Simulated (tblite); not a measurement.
Compound: C6H8O2Si.
Atom-mapped SMILES: `[CH3:1][O:2][C:3](=[O:4])[C:5]1=[CH:6][CH:7]=[CH:8][SiH2:9]1` (hydrogens: H10, H11, H12 on C1; H13 on C6; H14 on C7; H15 on C8; H16, H17 on Si9)

Computed with GFN2-xTB (tblite), gas phase: nudged elastic band of 9 images (0 to 8), spring 0.2 eV/Å², climbing image at the end, force threshold 0.05 eV/Å. No saddle search or frequency run followed, so the top image need not be a first-order saddle, and its height can exceed the method's true barrier by a kcal/mol or more.

The band describes a rotation about C3–C5 (ester carbonyl carbon, fully substituted alkene carbon), followed by the dihedral O2–C3–C5–Si9, from the optimised start (-1°) to a second optimised geometry at 180°.

**Question.** Give the energy profile along the converged band.

**Answer.** 
```csv
image,dihedral (°),E (kJ/mol),C3–C5 (Å),O2···Si9 (Å),largest true force (eV/Å)
0,-1,0.00,1.454,3.02,0.01
1,19,1.73,1.456,3.08,0.05
2,40,6.48,1.460,3.21,0.05
3,63,12.13,1.464,3.40,0.04
4,88,14.89,1.467,3.63,0.04
5,112,12.63,1.464,3.84,0.06
6,136,7.76,1.460,4.01,0.07
7,158,4.22,1.457,4.11,0.04
8,180,2.06,1.454,4.14,0.01
```

Barriers of this band. The top is image 4 at 88°: 14.89 kJ/mol forward and 12.83 kJ/mol back; the end lies 2.06 kJ/mol above the start. The central bond is 0.013 Å longer at the top than at the start.

**Question.** What rate follows at 250 K for crossing this barrier forward?

**Answer.** Taking the electronic barrier for the free energy of activation (no zero-point or entropy terms, transmission 1), rate = (kT/h)·exp(−ΔE/kT) ≈ 4 × 10^9 s⁻¹, whose inverse is 2 × 10^-10 s. An error of 1 kcal/mol in the barrier changes this by a factor of 7, and the method and the loose band can each miss by that much or more.

**Question.** How would the two end points share their population at 250 K, from these energies alone?

**Answer.** exp(−ΔE/kT) with ΔE = 0.021 eV gives 0.38 for the higher one (end) against 1 for the lower, without vibrational, rotational or degeneracy terms. GFN2-xTB can put conformers this close in the wrong order.

**Question.** How long is the path, and how are the images spaced?

**Answer.** Cartesian distances between aligned neighbours (all atoms, Å): 0.98, 1.00, 1.02, 1.03, 1.03, 1.02, 1.01, 1.00; the sum is 8.09 Å, and the top lies 50 % of the way along.

The cost below is that of the whole band run. Time: 4.2 s of wall time; peak memory 0.19 GiB. Hardware: an Intel Xeon Platinum 8488C with one thread, on a shared host.
